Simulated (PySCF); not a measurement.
**Core-level binding energies of `Bc1cccn1C(C)C`**

C7H12BN.
Bonds: B1–C2, C2–C3 (aromatic), C3–C4 (aromatic), C4–C5 (aromatic), C5–N6 (aromatic), N6–C7, C7–C8, C7–C9, C2–N6 (aromatic). Hydrogens: H10, H11 on B1; H12 on C3; H13 on C4; H14 on C5; H15 on C7; H16, H17, H18 on C8; H19, H20, H21 on C9.

Level of theory: delta-SCF UKS SCAN, pcX-2 on the ionised atom, pcseg-1 elsewhere, spin-free X2C (PySCF 2.14.0). Binding energies are ΔSCF values: E(core-ionised, relaxed orbitals) − E(ground state) at a fixed geometry, referred to the vacuum level.

**Question.** List the computed XPS lines with their assignment.

**Answer.** 
```json
{"atom(s)": "C2", "environment": "substituted aromatic carbon", "level": "C 1s", "binding energy (eV)": "290.06", "above the level's lowest (eV)": "+0.28", "count": "1"}
{"atom(s)": "C3", "environment": "aromatic CH carbon", "level": "C 1s", "binding energy (eV)": "289.78", "above the level's lowest (eV)": "0.00", "count": "1"}
{"atom(s)": "C4", "environment": "aromatic CH carbon", "level": "C 1s", "binding energy (eV)": "289.83", "above the level's lowest (eV)": "+0.05", "count": "1"}
{"atom(s)": "C5", "environment": "aromatic CH next to a ring nitrogen", "level": "C 1s", "binding energy (eV)": "290.77", "above the level's lowest (eV)": "+0.99", "count": "1"}
{"atom(s)": "N6", "environment": "pyrrole-type nitrogen", "level": "N 1s", "binding energy (eV)": "405.79", "above the level's lowest (eV)": "0.00", "count": "1"}
{"atom(s)": "C7", "environment": "sp3 carbon bound to nitrogen", "level": "C 1s", "binding energy (eV)": "291.85", "above the level's lowest (eV)": "+2.07", "count": "1"}
{"atom(s)": "C8/C9", "environment": "methyl carbon", "level": "C 1s", "binding energy (eV)": "290.82", "above the level's lowest (eV)": "+1.04", "count": "2"}
```

The listed C 1s values span 2.07 eV, from C3 (bonded to 2 C (aromatic in the SMILES) and H) to C7 (bonded to N, 2 C and H).

**Question.** Express the binding energy of C 1s of C4 in atomic units and per mole.

**Answer.** 289.83 eV = 10.6511 Eh = 27964 kJ/mol.

The first atom of each set that the bonding makes equivalent was ionised and stands for the set. Not every level is listed. No level of boron is listed. Geometry: PBE0-D3(BJ)/def2-SVP, one conformer, isolated molecule.

Shape of the structure used: `[BH2:1][c:2]1[cH:3][cH:4][cH:5][n:6]1[CH:7]([CH3:8])[CH3:9]`: C5–N6–C7–C8 62°.
